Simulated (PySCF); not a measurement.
N-(silylmethyl)propan-1-amine (C₄H₁₃NSi), SMILES CCCNC[SiH3]. The structure is a stationary point at PBE0-D3(BJ)/def2-SVP. One conformer was computed; it need not be the lowest.

Computed equilibrium geometry at PBE0-D3(BJ)/def2-SVP (PySCF confirms it by a frequency run) as bond lengths and angles (one conformer of several):
Atoms: C1 C2 C3 N4 C5 Si6 H7 H8 H9 H10 H11 H12 H13 H14 H15 H16 H17 H18 H19. Bond lengths (Å): C1–C2 1.519, C1–H7 1.102, C1–H8 1.102, C1–H9 1.100, C2–C3 1.519, C2–H10 1.105, C2–H11 1.103, C3–N4 1.445, C3–H12 1.105, C3–H13 1.115, N4–C5 1.445, N4–H14 1.018, C5–Si6 1.891, C5–H15 1.115, C5–H16 1.105, Si6–H17 1.498, Si6–H18 1.493, Si6–H19 1.496. Angles (°): C2–C1–H7 111.3, C2–C1–H8 111.5, C2–C1–H9 111.5, H7–C1–H8 107.4, H7–C1–H9 107.5, H8–C1–H9 107.5, C1–C2–C3 113.2, C1–C2–H10 109.6, C1–C2–H11 110.7, C3–C2–H10 108.9, C3–C2–H11 108.2, H10–C2–H11 106.0, C2–C3–N4 111.6, C2–C3–H12 109.3, C2–C3–H13 109.4, N4–C3–H12 108.1, N4–C3–H13 112.7, H12–C3–H13 105.6, C3–N4–C5 115.0, C3–N4–H14 109.7, C5–N4–H14 110.3, N4–C5–Si6 110.5, N4–C5–H15 114.5, N4–C5–H16 109.0, Si6–C5–H15 110.4, Si6–C5–H16 106.7, H15–C5–H16 105.3, C5–Si6–H17 109.3, C5–Si6–H18 110.9, C5–Si6–H19 110.3, H17–Si6–H18 108.6, H17–Si6–H19 108.5, H18–Si6–H19 109.1.
Charge 0, spin multiplicity 1.
